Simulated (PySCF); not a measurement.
ClHMoO2S, SMILES [O]=[Mo](=[O])([SH])[Cl], multiplicity 1. Atoms are numbered in the order given.

```xyz
6

Mo     0.2734    -0.1050     0.0987
O      1.4253    -0.7638    -0.9082
O      0.7566    -0.2971     1.6795
Cl    -0.0197     2.0878    -0.3922
S     -1.6943    -1.3167    -0.1368
H     -1.4957    -1.5253    -1.4611
```

Geometry: PBE0-D3(BJ)/def2-SVP. The multiplicity is an assumed one; no other spin state was optimised. The structure was generated by enumeration; whether it is a known compound was not checked. The def2 effective core potentials stand for the cores of Mo; spin–orbit coupling is left out. One conformer was computed; it need not be the lowest.

Method: PBE0/def2-TZVP run with PySCF.

ESP charges are fitted to the potential on shells at 1.4 to 2.0 van der Waals radii. Atomic charges (e):

```
atom  Löwdin  ESP fit  Mulliken
----  ------  -------  --------
Mo1     0.22     0.66         …
O2     -0.25    -0.29         …
O3     -0.24    -0.23         …
Cl4     0.07    -0.13     -0.34
S5      0.11    -0.19     -0.37
H6      0.08     0.19         …
```

Q: Some entries are withheld; supply them. (Estimate from the structure and the level; the computed values follow.)

A: 
- Mo1, Mulliken: 1.48
- O2, Mulliken: -0.49
- O3, Mulliken: -0.49
- H6, Mulliken: 0.21
